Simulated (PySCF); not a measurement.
## Polarisability and C₆ of S⁻ (sulfur, charge -1)

[Ne] 3s2 3p5, 2P determinant. All numbers are calculated (PySCF 2.14, the spin-free X2C one-electron Hamiltonian (Gaussian nucleus), in aug-cc-pCVTZ-DK). Coupled (time-dependent) response in atomic units; α is the mean over directions.

```tsv
method	mean α (bohr³)	α xx, yy, zz	C₆ (like pair)	S(−4)
UHF	39.38	31.52, 43.31, 43.31	392.2	492.5
```

S(−4) is the Cauchy moment in α(ω) = α(0) + S(−4) ω² + …

α(iu) at UHF:

```csv
u (hartree),α(iu) (bohr³)
0,39.38
0.0500,38.21
0.100,35.27
0.200,27.97
0.300,21.61
0.500,13.16
0.750,7.724
1.00,4.985
1.50,2.540
2.00,1.539
3.00,0.7538
5.00,0.3141
```

A single London oscillator, α(iu) = α/(1 + u²/ω²), gives C₆ = (3/4) ω α². Matching the computed C₆ needs ω = 4 × 392.2 / (3 × 39.38²) = 0.337 hartree.

For an ion, C₆ is the dispersion term alone; charge-induced terms of lower order in 1/R come first.

The components differ because the open shell of this determinant is not spherical; for a pure term their mean is the scalar polarisability.
